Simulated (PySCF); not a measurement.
Energy of Ni- (nickel, charge -1) between two integer charges

The 3d beta orbital of [Ar] 3d9 4s2 is emptied in steps (occupation f), with all orbitals relaxed, ending at [Ar] 3d8 4s2. All numbers are calculated (PySCF 2.14, the non-relativistic Hamiltonian (point nucleus), in def2-TZVPPD). The exact energy is a straight line in f; departures are measured from the line between the end points of the same method.

```tsv
f	LDA (eV)	PBE (eV)
1	0.000	0.000
0.8	-0.843	-0.791
0.6	-1.290	-1.210
0.4	-1.318	-1.234
0.2	-0.897	-0.838
0	0.000	0.000
```

```
method  E(f=0) − E(f=1) (eV)  −ε at f=1 (eV)  −ε at f=0.4 (eV)
   LDA                 2.396          -2.764             3.357
   PBE                 1.831          -3.018             2.742
```

Orbital energy along the path (eV):

```tsv
f	LDA	PBE
1	2.764	3.018
0.8	0.852	1.213
0.6	-1.169	-0.705
0.4	-3.357	-2.742
0.2	-5.668	-4.897
0	-8.121	-7.166
```

At f = 1 the orbital energy is positive for LDA, PBE: only the finite basis holds the electron.

Reference removal energy between the ground levels: 1.157 eV (measured; photodetachment measurements, as compiled on the Wikipedia data page of electron affinities). The calculation has no spin-orbit coupling. The determinant left behind need not be the lowest term of the ion.
